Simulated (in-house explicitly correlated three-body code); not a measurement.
Computed with an exponentially correlated three-body code. Model: two electrons around a point charge, non-relativistic, variational in 260 exponentially correlated functions (energies converged to about 1e-7 hartree, or 1e-8 relative for large Z).

The wave function depends on r1, r2 and r12, so the cusp where the electrons meet is built in. Binding is counted against the one-electron ion, and the quantum defect is n less (Z − 1)/√(2 × binding).

Command:
```bash
python run_hyl.py task.json out
```
Settings (lengths in bohr, energies in hartree):
```
Z                      2.22
interaction_strength   1
functions              260
states_tried           13
```

Cost of the run: 28 s on 1 thread of Intel(R) Xeon(R) Platinum 8375C CPU @ 2.90GHz (Ice Lake), with other jobs on the host.

**Those bound S and P states to n = 4 that converged, binding against the one-electron ion.**

Given: nuclear charge 2.22.

Computed: one-electron threshold -2.4642 hartree.

```
term  energy (hartree)  binding (eV)  quantum defect
1 1S       -3.69495807        33.491          0.2224
2 3S       -2.71361644         6.787         0.27264
2 1S       -2.67574455        5.7564         0.12438
2 3P       -2.66225168        5.3893        0.061546
2 1P                 ?             ?               ?
3 3S                 ?             ?               ?
3 1S       -2.55389921        2.4408         0.11962
3 3P       -2.55055469        2.3498        0.064366
3 1P       -2.54619435        2.2312       -0.012679
4 3S       -2.51745219        1.4491         0.26168
4 1S       -2.51358942         1.344         0.11825
4 3P       -2.51226585        1.3079        0.065165
4 1P       -2.51041085        1.2575       -0.013034
```

Problem. What belongs in the row 2 1P?

Solution. energy (hartree): -2.64817951; binding (eV): 5.0063; quantum defect: -0.011222.

Problem. What belongs in the row 3 3S?

Solution. energy (hartree): -2.56362926; binding (eV): 2.7056; quantum defect: 0.26418.

**Converged states only, values per electron or pair.**

```json
{"term": "1 1S", "mean r (bohr)": "0.8172", "mean r squared (bohr²)": "0.91781", "mean inverse r (1/bohr)": "1.9082", "mean r12 (bohr)": "1.2443", "mean inverse r12 (1/bohr)": "1.0825", "mean cosine": "-0.058229", "mean p1 dot p2 (bohr⁻²)": "0.18741", "delta r1 (bohr⁻³)": "2.5617", "delta r12 (bohr⁻³)": "0.16432"}
{"term": "2 3S", "mean r (bohr)": "2.201", "mean r squared (bohr²)": "8.421", "mean inverse r (1/bohr)": "1.2925", "mean r12 (bohr)": "3.8174", "mean inverse r12 (1/bohr)": "0.31157", "mean cosine": "-0.015172", "mean p1 dot p2 (bohr⁻²)": "0.0095999", "delta r1 (bohr⁻³)": "1.8178", "delta r12 (bohr⁻³)": "-"}
{"term": "2 1S", "mean r (bohr)": "2.5212", "mean r squared (bohr²)": "11.403", "mean inverse r (1/bohr)": "1.2727", "mean r12 (bohr)": "4.4364", "mean inverse r12 (1/bohr)": "0.29909", "mean cosine": "-0.015009", "mean p1 dot p2 (bohr⁻²)": "0.012153", "delta r1 (bohr⁻³)": "1.8014", "delta r12 (bohr⁻³)": "0.015225"}
{"term": "2 3P", "mean r (bohr)": "2.2267", "mean r squared (bohr²)": "8.9584", "mean inverse r (1/bohr)": "1.2716", "mean r12 (bohr)": "3.8796", "mean inverse r12 (1/bohr)": "0.3216", "mean cosine": "-0.042363", "mean p1 dot p2 (bohr⁻²)": "-0.10322", "delta r1 (bohr⁻³)": "1.719", "delta r12 (bohr⁻³)": "-"}
{"term": "2 1P", "mean r (bohr)": "2.4203", "mean r squared (bohr²)": "10.686", "mean inverse r (1/bohr)": "1.2602", "mean r12 (bohr)": "4.228", "mean inverse r12 (1/bohr)": "0.29887", "mean cosine": "-0.0016182", "mean p1 dot p2 (bohr⁻²)": "0.076719", "delta r1 (bohr⁻³)": "1.7436", "delta r12 (bohr⁻³)": "0.0015767"}
{"term": "3 3S", "mean r (bohr)": "?", "mean r squared (bohr²)": "?", "mean inverse r (1/bohr)": "?", "mean r12 (bohr)": "?", "mean inverse r12 (1/bohr)": "?", "mean cosine": "?", "mean p1 dot p2 (bohr⁻²)": "?", "delta r1 (bohr⁻³)": "?", "delta r12 (bohr⁻³)": "-"}
{"term": "3 1S", "mean r (bohr)": "5.4494", "mean r squared (bohr²)": "59.638", "mean inverse r (1/bohr)": "1.1807", "mean r12 (bohr)": "10.253", "mean inverse r12 (1/bohr)": "0.13452", "mean cosine": "-0.0045082", "mean p1 dot p2 (bohr⁻²)": "0.0034206", "delta r1 (bohr⁻³)": "1.7579", "delta r12 (bohr⁻³)": "0.0043486"}
{"term": "3 3P", "mean r (bohr)": "?", "mean r squared (bohr²)": "?", "mean inverse r (1/bohr)": "?", "mean r12 (bohr)": "?", "mean inverse r12 (1/bohr)": "?", "mean cosine": "?", "mean p1 dot p2 (bohr⁻²)": "?", "delta r1 (bohr⁻³)": "?", "delta r12 (bohr⁻³)": "-"}
{"term": "3 1P", "mean r (bohr)": "5.5105", "mean r squared (bohr²)": "61.903", "mean inverse r (1/bohr)": "1.1771", "mean r12 (bohr)": "10.373", "mean inverse r12 (1/bohr)": "0.1338", "mean cosine": "-0.00027142", "mean p1 dot p2 (bohr⁻²)": "0.023798", "delta r1 (bohr⁻³)": "1.742", "delta r12 (bohr⁻³)": "0.00053962"}
{"term": "4 3S", "mean r (bohr)": "8.9418", "mean r squared (bohr²)": "166.93", "mean inverse r (1/bohr)": "1.1515", "mean r12 (bohr)": "17.227", "mean inverse r12 (1/bohr)": "0.077827", "mean cosine": "-0.0016933", "mean p1 dot p2 (bohr⁻²)": "0.00099417", "delta r1 (bohr⁻³)": "1.749", "delta r12 (bohr⁻³)": "-"}
{"term": "4 1S", "mean r (bohr)": "9.6087", "mean r squared (bohr²)": "193.68", "mean inverse r (1/bohr)": "1.1493", "mean r12 (bohr)": "18.558", "mean inverse r12 (1/bohr)": "0.075932", "mean cosine": "-0.0018897", "mean p1 dot p2 (bohr⁻²)": "0.0014053", "delta r1 (bohr⁻³)": "1.7482", "delta r12 (bohr⁻³)": "0.0017962"}
{"term": "4 3P", "mean r (bohr)": "9.4417", "mean r squared (bohr²)": "188.53", "mean inverse r (1/bohr)": "1.1493", "mean r12 (bohr)": "18.228", "mean inverse r12 (1/bohr)": "0.078171", "mean cosine": "-0.00485", "mean p1 dot p2 (bohr⁻²)": "-0.011585", "delta r1 (bohr⁻³)": "1.7387", "delta r12 (bohr⁻³)": "-"}
{"term": "4 1P", "mean r (bohr)": "9.8301", "mean r squared (bohr²)": "204.63", "mean inverse r (1/bohr)": "1.1478", "mean r12 (bohr)": "19", "mean inverse r12 (1/bohr)": "0.075526", "mean cosine": "-9.2184e-05", "mean p1 dot p2 (bohr⁻²)": "0.010169", "delta r1 (bohr⁻³)": "1.7416", "delta r12 (bohr⁻³)": "0.0002385"}
```

Problem. What belongs in the row 3 3S?

Solution. mean r (bohr): 4.9567; mean r squared (bohr²): 48.803; mean inverse r (1/bohr): 1.186; mean r12 (bohr): 9.2732; mean inverse r12 (1/bohr): 0.13877; mean cosine: -0.0042022; mean p1 dot p2 (bohr⁻²): 0.0025084; delta r1 (bohr⁻³): 1.761.

Problem. What belongs in the row 3 3P?

Solution. mean r (bohr): 5.2195; mean r squared (bohr²): 55.37; mean inverse r (1/bohr): 1.1805; mean r12 (bohr): 9.802; mean inverse r12 (1/bohr): 0.14021; mean cosine: -0.011829; mean p1 dot p2 (bohr⁻²): -0.028441; delta r1 (bohr⁻³): 1.7351.

**Electric-dipole lines between converged S and P states, rate of the upper state's decay.**

```
s state  p state  p minus s (eV)  oscillator strength from s  rate (1/s)
   1 1S     2 1P          28.484                     0.32787  3.8477e+09
   1 1S     3 1P          31.259                    0.084882  1.1997e+09
   1 1S     4 1P          32.233                    0.034226  5.1435e+08
   2 1S     2 1P         0.75008                     0.32179  2.6186e+06
   2 1S     3 1P          3.5252                     0.18365  3.3011e+07
   2 1S     4 1P           4.499                    0.056883  1.6653e+07
   3 1S     2 1P         -2.5655                    -0.12727  3.6348e+07
   3 1S     3 1P         0.20966                     0.53924      342850
   3 1S     4 1P               ?                           ?           ?
   4 1S     2 1P         -3.6624                   -0.023487   1.367e+07
   4 1S     3 1P        -0.88723                    -0.27121  9.2636e+06
   4 1S     4 1P        0.086493                     0.74092       80172
   2 3S     2 3P               ?                           ?           ?
   2 3S     3 3P          4.4371                    0.097962  2.7897e+07
   2 3S     4 3P           5.479                    0.035401  1.5371e+07
   3 3S     2 3P         -2.6837                    -0.17538  5.4807e+07
   3 3S     3 3P         0.35578                      0.7709  1.4114e+06
   3 3S     4 3P          1.3977                    0.085728  2.4223e+06
   4 3S     2 3P         -3.9402                   -0.028535  1.9223e+07
   4 3S     3 3P        -0.90076                    -0.37076  1.3053e+07
   4 3S     4 3P         0.14113                      1.0539      303600
```

Problem. What belongs in the row 3 1S 4 1P?

Solution. p minus s (eV): 1.1834; oscillator strength from s: 0.1803; rate (1/s): 3.652e+06.

Problem. What belongs in the row 2 3S 2 3P?

Solution. p minus s (eV): 1.3977; oscillator strength from s: 0.46504; rate (1/s): 1.3141e+07.

**Functionals on the exact density and self-consistent, errors are functional minus exact, hybrids only self-consistent, a dash where a self-consistent run leaves the top level unbound.**

```tsv
result	exchange error (millihartree)	correlation error (millihartree)	functional driven error (millihartree)	density driven error (millihartree)	self consistent total error (millihartree)	top level plus exact binding (eV)
r2SCAN0	-	-	-	-	0.049456	6.7593
RPBE	-5.3227	-0.21734	-5.54	-1.1076	-6.6475	10.161
M06-L	-13.675	1.2802	-12.395	-2.2997	-14.695	9.2321
PW91	11.104	-4.5677	6.5366	-1.0395	5.4971	10.114
LDA VWN5	?	?	?	?	?	?
SCAN	-4.9922	3.8936	-1.0986	-0.26714	-1.3657	9.3068
revTPSS	-4.0616	-4.2664	-8.328	-0.16014	-8.4882	9.3996
PBEsol	66.275	-11.142	55.133	-1.0407	54.093	10.57
LDA PW92	161.03	-75.588	85.438	-1.794	83.644	10.6
OLYP	0.25695	-2.4672	-2.2103	-1.3802	-3.5904	10.149
AM05	?	?	?	?	?	?
BLYP	1.1553	-2.4672	-1.312	-1.3849	-2.6968	10.05
BP86	1.1553	-1.4466	-0.29132	-0.68185	-0.97317	10.113
r2SCAN	-4.9922	3.8936	-1.0986	-0.26714	-1.3657	9.3068
B3LYP VWN-RPA	-	-	-	-	-10.668	7.6818
wB97X	-	-	-	-	-0.98695	4.8221
TPSS	-4.6484	-1.2636	-5.912	-0.26638	-6.1784	9.5939
PBE	14.657	-0.21734	14.439	-0.99952	13.44	10.24
PBE0	-	-	-	-	10.405	7.4245
HSE06	-	-	-	-	8.9118	7.8278
```

Problem. What belongs in the row LDA VWN5?

Solution. exchange error (millihartree): 161.03; correlation error (millihartree): -76.053; functional driven error (millihartree): 84.973; density driven error (millihartree): -1.7798; self consistent total error (millihartree): 83.193; top level plus exact binding (eV): 10.594.

Problem. What belongs in the row AM05?

Solution. exchange error (millihartree): 123.44; correlation error (millihartree): -60.345; functional driven error (millihartree): 63.094; density driven error (millihartree): -1.2099; self consistent total error (millihartree): 61.885; top level plus exact binding (eV): 10.665.

The density-driven part is never positive, since each functional's own density lowers its energy. Here it is small beside the functional-driven part (median ratio 0.16), the normal case.
